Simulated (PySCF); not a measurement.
# Field gradients at the hydrogen positions

Species: C₇H₁₂O.
Atom-mapped SMILES: `[CH2:1]=[CH:2][CH2:3]/[CH:4]=[CH:5]\[O:6][CH2:7][CH3:8]` (hydrogens: H9, H10 on C1; H11 on C2; H12, H13 on C3; H14 on C4; H15 on C5; H16, H17 on C7; H18, H19, H20 on C8)

Structure used (PBE0-D3(BJ)/def2-SVP), in Å, numbered top down from 1:
```xyz
20
C7H12O angstrom
C     -3.9344    0.0586   -0.8298
C     -2.6278   -0.1657   -0.6849
C     -1.5768    0.8955   -0.5383
C     -0.8668    0.8069    0.7801
C      0.4311    0.5174    0.9242
O      1.2524    0.3040   -0.1245
C      2.5629   -0.1168    0.1800
C      3.3422   -0.2288   -1.1058
H     -4.3374    1.0765   -0.8649
H     -4.6499   -0.7627   -0.9233
H     -2.2625   -1.1998   -0.6461
H     -0.8319    0.7941   -1.3444
H     -2.0461    1.8882   -0.6523
H     -1.4485    0.9664    1.6917
H      0.8963    0.4557    1.9165
H      2.5347   -1.0907    0.7050
H      3.0424    0.6099    0.8638
H      4.3720   -0.5572   -0.9036
H      3.3794    0.7425   -1.6205
H      2.8702   -0.9569   -1.7816
```

Level: PBE0/pcSseg-1 (PySCF, non-relativistic); Q(2H) = 0.00286 b; rigid geometry, the same for H and D, with no vibrational averaging.

**Question.** Rank these positions by the coupling χzz of a deuteron there, largest first.
A. H14 (vinylic hydrogen)
B. H17 (methylene hydrogen)
C. H18 (methyl hydrogen)
D. H12 (methylene hydrogen)

**Answer.** A (206 kHz), C (197 kHz), D (190 kHz), B (180 kHz).

**Question.** Give the electric field gradient Vzz (the principal value of largest size), its asymmetry and the 2H coupling at each hydrogen.

**Answer.** 
```json
{"atom": "H9", "bonded to": "C1", "bond length (Å)": "1.095", "Vzz (au)": "0.3044", "η": "0.06", "χzz (kHz)": "205"}
{"atom": "H10", "bonded to": "C1", "bond length (Å)": "1.093", "Vzz (au)": "0.3084", "η": "0.06", "χzz (kHz)": "207"}
{"atom": "H11", "bonded to": "C2", "bond length (Å)": "1.097", "Vzz (au)": "0.2968", "η": "0.06", "χzz (kHz)": "199"}
{"atom": "H12", "bonded to": "C3", "bond length (Å)": "1.102", "Vzz (au)": "0.2821", "η": "0.02", "χzz (kHz)": "190"}
{"atom": "H13", "bonded to": "C3", "bond length (Å)": "1.104", "Vzz (au)": "0.2843", "η": "0.02", "χzz (kHz)": "191"}
{"atom": "H14", "bonded to": "C4", "bond length (Å)": "1.093", "Vzz (au)": "0.3069", "η": "0.10", "χzz (kHz)": "206"}
{"atom": "H15", "bonded to": "C5", "bond length (Å)": "1.098", "Vzz (au)": "0.2902", "η": "0.13", "χzz (kHz)": "195"}
{"atom": "H16", "bonded to": "C7", "bond length (Å)": "1.107", "Vzz (au)": "0.2689", "η": "0.07", "χzz (kHz)": "181"}
{"atom": "H17", "bonded to": "C7", "bond length (Å)": "1.107", "Vzz (au)": "0.2686", "η": "0.08", "χzz (kHz)": "180"}
{"atom": "H18", "bonded to": "C8", "bond length (Å)": "1.100", "Vzz (au)": "0.2929", "η": "0.03", "χzz (kHz)": "197"}
{"atom": "H19", "bonded to": "C8", "bond length (Å)": "1.100", "Vzz (au)": "0.2913", "η": "0.03", "χzz (kHz)": "196"}
{"atom": "H20", "bonded to": "C8", "bond length (Å)": "1.100", "Vzz (au)": "0.2914", "η": "0.03", "χzz (kHz)": "196"}
```

**Question.** How does χzz go with the bond length over the 12 C–H bonds?

**Answer.** A straight-line fit has a slope of -18.3 kHz for each 0.01 Å, with a correlation coefficient of -0.98, over lengths from 1.093 to 1.107 Å. The longer bonds have the smaller couplings here.

Geometry: PBE0-D3(BJ)/def2-SVP, one conformer, isolated molecule. A larger basis could move these couplings by a tenth or more.

These values come from a run that also computed NMR shieldings. Hardware: an x86-64 server with one thread (shared host). Cost: 31 s.
